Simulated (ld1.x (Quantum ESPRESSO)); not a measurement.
# Which change was made? (Ir, ultrasoft)

iridium, ultrasoft, made with ld1.x (Quantum ESPRESSO) 7.5 (PBE, scalar-relativistic). Core [Xe] 4f14, reference 5d7 6s1 6p0 (charge +1). Waves: 6s (bound): rcut 2.25, rcutus 2.35 bohr; 6s channel at 0.7 Ry: rcut 2.25, rcutus 2.35 bohr; 6p (bound, empty): rcut 2.45, rcutus 3.10 bohr; 6p channel at 2.5 Ry: rcut 2.45, rcutus 3.10 bohr; 5d (bound): rcut 1.15, rcutus 1.40 bohr; 5d channel at 0.75 Ry: rcut 1.15, rcutus 1.40 bohr. Local part: all-electron potential smoothed inside 2.00 bohr (lloc = -1). Core correction: Bessel-smoothed model core, default radius (core density twice the valence density). Augmentation charge: built from norm-conserving waves at rcut, not smoothed further.

Cutoffs, loose and tight: the cutoffs (Ry, on a coarse ladder) from which the occupation-weighted sum of valence levels, in a spherical-Bessel basis at the reference potential, stays within 10 and 1 mRy of its value at 400 Ry. They do not see the model core or the augmentation charge, which bear on the density cutoff. Test errors are all-electron minus pseudo excitation energies from the reference, over the configurations 5d7 6s2 6p0; 5d7 6s0 6p0; 5d6 6s0 6p0; 5d7 6s0 6p2; 5d8 6s0 6p0; 5d6 6s2 6p0; 5d6 6s2 6p1; variants that change the core or the reference have their own tests.

The base gives: outcome: generated; cutoff, loose: 50 Ry; cutoff, tight: 90 Ry; bound ghosts: s, p; largest test error (meV): test run stopped at test 1 of 7 (negative rho).

(1) After one change the result is: outcome: generated; cutoff, loose: 50 Ry; cutoff, tight: 90 Ry; bound ghosts: p; largest test error (meV): -113. Which change was it?
A. waves 5d (bound): rcut 1.02, rcutus 1.08 bohr; 5d channel at 0.75 Ry: rcut 1.02, rcutus 1.08 bohr
B. all radii but the core radius scaled by about 1.08 (s 2.54, p 3.34, d 1.50 bohr, rcut 2.42/2.64/1.24); local potential all-electron potential smoothed inside 2.16 bohr (lloc = -1)
C. local potential all-electron potential smoothed inside 2.40 bohr (lloc = -1)

Results:

(1) C. The others give: waves 5d (bound): rcut 1.02, rcutus 1.08 bohr; 5d channel at 0.75 Ry: rcut 1.02, rcutus 1.08 bohr → outcome: generated; cutoff, loose: 40 Ry; cutoff, tight: 120 Ry; bound ghosts: s, p; largest test error (meV): test run stopped at test 1 of 7 (negative rho) | all radii but the core radius scaled by about 1.08 (s 2.54, p 3.34, d 1.50 bohr, rcut 2.42/2.64/1.24); local potential all-electron potential smoothed inside 2.16 bohr (lloc = -1) → outcome: generated, overlap not positive; bound ghosts: not determined (overlap not positive); largest test error (meV): test run stopped at test 1 of 7 (negative rho). A file whose overlap is not positive is unfit for use, and its test errors describe a broken file.
